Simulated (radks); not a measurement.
Task: All-electron atom: the iron ion Fe2+ in [Ar] 3d6. Calculated with a radial shooting solver on a logarithmic mesh with Libxc functionals: non-relativistic Kohn-Sham, TPSS, spin-polarised, spherical densities, point nucleus; open shells are filled with parallel spins first; meta-GGA in the generalised Kohn-Sham scheme. Some entries of the table are withheld. Estimate them.

orbital  occ.  eigenvalue (hartree)  <r^2> (bohr^2)
1s down     1             -255.9743        0.004684
1s up       1             -255.9738        0.004684
2s up       1             -30.40921         0.08592
2s down     1             -30.34345         0.08565
2p up       3                   (1)         0.06889
2p down     3                   (2)         0.06863
3s up       1              -4.15055          0.7740
3s down     1              -3.98424          0.7793
3p up       3              -2.94278          0.8713
3p down     3              -2.77697          0.8830
3d up       5              -1.00142           1.439
3d down     1              -0.84861           1.623

Result: 
(1) 2p up eigenvalue (hartree): -26.27843
(2) 2p down eigenvalue (hartree): -26.22588
